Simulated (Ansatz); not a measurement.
C2H7NSi can be A, `C=NC[SiH3]`, or B, `C=C[SiH2]N`.

Calculated with Ansatz (gas phase, PBE0-D4/def2-TZVP geometries, no zero-point term in ΔE). CCSD(T)/CBS adds triple-zeta CCSD(T) − MP2 to the extrapolated MP2 energy (def2 sets, frozen cores). DFT in def2-TZVPP. B3LYP here is the variant with VWN-RPA as its local correlation; programs differ in this. Each species was taken in one conformer, which may not be the lowest.

Q: Which isomer does CCSD(T)/CBS put lower? Give the gap. (Estimate.)

A: Ansatz gave: B, by 31.2 kcal/mol.

Q: Give E(B) − E(A) in kcal/mol with B2PLYP, B3LYP, MP2/def2-TZVPP, ωB97M-V, B3LYP-D4, LDA (SPW92), CCSD(T)/def2-TZVPP. (An estimate is asked.)

A: The calculation gave: B2PLYP -29.7, B3LYP -28.8, MP2/def2-TZVPP -30.9, ωB97M-V -30.4, B3LYP-D4 -29.1, LDA (SPW92) -27.5, CCSD(T)/def2-TZVPP -29.4. None reverses the order clearly.

Q: Does the order hold for the free energy at 298.15 K (harmonic terms from PBE0-D4)? (Estimate.)

A: The calculation gave: Yes: G(B) − G(A) = -30.2 kcal/mol, for one conformer each.

Largest T1 diagnostic: 0.012.

At CCSD(T), def2-SVP lies +9.3 kcal/mol from the extrapolated value and def2-TZVPP +1.8 kcal/mol. Leaving LDA and LC-ωPBE aside and taking each functional with its dispersion term where it has one, the values, not all of them listed here, spread over 5.5 kcal/mol, from BHLYP-D4 to revPBE-D4. LDA lies −1.0 kcal/mol from PBE without D4.
